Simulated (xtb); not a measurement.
F$_{6}$Si$_{2}$, charge -1, doublet, geometry from GFN2-xTB (a state made from the parent by changing its charge; the spin is typed, not shown lowest).

Input for xtb:
```
$ xtb mol.xyz --gfn 2 --chrg -1 --uhf 1 --alpb ether --json

# file mol.xyz
8

F      2.49883233    -0.26838669    -1.13758630
Si     1.11033667    -0.08712955    -0.20292888
F      1.71358062     1.21089097     0.58438236
F      1.56806140    -1.25283648     0.84599198
Si    -1.11033667     0.08712955     0.20292888
F     -1.56806140     1.25283648    -0.84599198
F     -1.71358062    -1.21089097    -0.58438236
F     -2.49883233     0.26838669     1.13758630
```

**Question.** What does this run give for the partial charges in atom order, total energy?

**Answer.** 
```
Item                                                                                                   Result
-----------------------------  ------------------------------------------------------------------------------
partial charges in atom order  F1 -0.34, Si2 0.56, F3 -0.36, F4 -0.36, Si5 0.56, F6 -0.36, F7 -0.36, F8 -0.34
total energy                                                                                      -32.4807 Eh
```
